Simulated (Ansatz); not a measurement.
Frontier orbitals of C2H6GeO (`C=[C](O)[GeH3]`).

The species carries charge 0 and has multiplicity 1. Correlated methods include outer-core shells of Ge, which these sets cover unevenly. Scalar relativity is left out up to krypton. All single points use the PBE0-D4/def2-TZVP geometry. It is one conformer, not always the lowest. Basis def2-TZVPP, Ansatz 0.2.0.

| functional | HOMO (eV) | LUMO (eV) | gap (eV) |
| --- | --- | --- | --- |
| LDA (SPW92) | -5.83 | -0.96 | 4.87 |
| PBE | -5.66 | -0.75 | 4.91 |
| PBE0 | -6.85 | 0.21 | 7.06 |
| r2SCANh | -6.33 | -0.20 | 6.13 |
| ωB97M-V | -9.09 | 1.82 | 10.91 |
| HF | -9.47 | 3.10 | 12.57 |

Against PBE, PBE0 changes HOMO and LUMO by −1.19 and +0.96 eV, ωB97M-V by −3.43 and +2.57 eV. A gap of 4.91 eV thus becomes 10.92 eV for the same molecule, so an orbital gap means little without its functional. A positive LUMO is unbound and depends on the basis.
